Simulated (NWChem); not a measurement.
Correlation energy of H$_{4}$ClFOSi$_{2}$

```xyz
9

F      1.1389     1.0627     1.4175
Si     0.5975    -0.2924     0.7351
Cl     1.6056    -0.5161    -1.0354
O     -0.9972    -0.1550     0.4546
Si    -2.2195     0.3271    -0.5791
H      0.8756    -1.4204     1.6386
H     -2.1993     1.8105    -0.7243
H     -3.5088    -0.1112     0.0204
H     -2.0279    -0.3142    -1.9112
```
Charge 0, spin multiplicity 1.

All runs are NWChem calculations. All single points use one geometry, from PBE0/def2-SVP, a minimum by its harmonic frequencies. It is one conformer; others weren't searched.

Basis set: 3-21G. Each correlation energy counts from its own Hartree-Fock reference.

The correlated methods keep 17 core orbitals frozen. The structure started from a generated list of species. Coupled-cluster values serve here as a point of comparison, not as the truth.

Order these methods by the correlation energy they give, lowest first: MP2, SCS-MP2, CCSD, CCSD+T(CCSD), CCSD(T).

CCSD+T(CCSD) (-417.7 mHa), CCSD(T) (-416.6 mHa), CCSD (-408.8 mHa), MP2 (-381.1 mHa), SCS-MP2 (-379.1 mHa)
